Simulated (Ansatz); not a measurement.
Reaction (substitution at a C–C bond): `C/C=C\C[SiH3]` + `OBF` → `FBOC[SiH3]` + propene

Gas-phase electronic energies from Ansatz, PBE0-D4/def2-TZVP geometries. CCSD(T)/CBS adds triple-zeta CCSD(T) − MP2 to the extrapolated MP2 energy (def2 sets, frozen cores). This one scheme is used for every species. Functionals use def2-TZVPP. B3LYP here is the variant with VWN-RPA as its local correlation; programs differ in this. One conformer a species, not always the lowest.

| species | B3LYP-D4 energy (Eh) |
| --- | --- |
| `C/C=C\C[SiH3]` | -448.03238 |
| `OBF` | -201.32885 |
| `FBOC[SiH3]` | -531.36854 |
| `C=CC` | -117.96675 |

(1) Work out ΔE.

Largest T1 diagnostic among the species: 0.013.

## Answers

(1) ΔE = (-531.36854) + (-117.96675) − (-448.03238) − (-201.32885) = 0.02594 Eh = +16.3 kcal/mol. CCSD(T)/CBS gives +17.8 kcal/mol.

The D4 term adds +1.5 kcal/mol with B3LYP and +0.9 kcal/mol with PBE0; it sums over pairs of atoms, weighted by their polarisabilities, and B3LYP, whose exchange is more repulsive, gets the larger term. In def2-TZVPP, CCSD(T) changes the Hartree–Fock value by +3.5 kcal/mol (the triples alone add +0.4 kcal/mol) and MP2 by +6.0 kcal/mol.
